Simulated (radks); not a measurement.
Problem. Hg VII, 74 electrons, occupied as [Kr] 4d10 4f14 5s2 5p(1/2: 1, 3/2: 4) 5d(3/2: 4, 5/2: 3) (not the ground configuration). Calculated with a radial shooting solver on a logarithmic mesh with Libxc functionals: Dirac Kohn-Sham, BLYP, spin-unpolarised, spherical densities, finite nucleus; Fermi nuclear charge, rms radius 5.4648 fm.

Spin-orbit splittings of the eigenvalues, e(l+1/2) - e(l-1/2), with zeta = 2 splitting/(2l+1) and mean radii in bohr:

shell  occ.  splitting (eV)  zeta (eV)  <r> j=l-1/2  <r> j=l+1/2
2p        6               ?          ?      0.05692      0.06559
3p        6           431.6      287.7       0.1704       0.1863
3d       10           92.49      37.00       0.1621       0.1669
4p        6           104.3      69.53       0.4010       0.4351
4d       10           19.46      7.785       0.4421       0.4532
4f       14           4.222      1.206       0.4767       0.4832
5p        5           19.63      13.09       0.9470        1.030
5d        7           2.599      1.040        1.238        1.269

Estimate the 2p splitting.

Solution. 1948 eV (zeta = 1299 eV).
